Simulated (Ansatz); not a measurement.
Born–Oppenheimer molecular dynamics of C3H8S2Si (14 atoms, charge 0, multiplicity 1). It starts from a relaxed structure.

These are results of UKS PBE0/STO-3G (Ansatz), not measurements.

| Item | Value |
| --- | --- |
| ensemble | NVT, Nosé–Hoover chain |
| time step | 1 fs |
| steps asked | 82 |
| set temperature | 50 K |
| thermostat | time constant 300 fs, chain length 3 |
| seed | 822666 |

First frame:

```xyz
14
Properties=species:S:1:pos:R:3
C -1.163 0.731 0.717
Si 0.363 -0.020 1.518
C 1.365 -0.739 0.098
S 0.282 -1.486 -1.164
C -0.464 0.015 -1.893
S -0.738 1.506 -0.877
H -1.583 1.525 1.347
H -1.954 -0.017 0.581
H 1.110 1.003 2.214
H 0.007 -1.062 2.455
H 2.016 0.021 -0.354
H 2.020 -1.544 0.453
H -1.420 -0.329 -2.325
H 0.146 0.365 -2.743
```

Task: How far do the bonds stretch over the last three quarters of this one trajectory? (Pairs bonded in most of those frames.)

Result: 
```csv
bond,mean (Å),spread (Å),shortest,longest
C1–Si2,1.884,0.010,1.87,1.90
C1–S6,1.827,0.016,1.80,1.85
C1–H7,1.097,0.008,1.09,1.11
C1–H8,1.099,0.007,1.09,1.11
Si2–C3,1.877,0.004,1.87,1.88
Si2–H9,1.445,0.016,1.42,1.47
Si2–H10,1.446,0.006,1.44,1.45
C3–S4,1.823,0.007,1.81,1.83
C3–H11,1.098,0.002,1.09,1.10
C3–H12,1.096,0.003,1.09,1.10
S4–C5,1.827,0.004,1.82,1.83
C5–S6,1.822,0.005,1.81,1.83
C5–H13,1.103,0.009,1.09,1.12
C5–H14,1.104,0.005,1.09,1.11
```

Mean temperature of the second half: 25 K. The conserved energy stayed within 0.11 meV per atom of its start (net change 0.11 meV per atom), so the integration is sound. The mean temperature of the second half is 50 % below the set value. A run of 0.082 ps of so small a system gives no equilibrium averages. Limits of this set-up: minimal basis.

Time of the run: 8.5 min on 1 thread of Arm Neoverse V1 (shared host), peak memory 0.2 GiB.
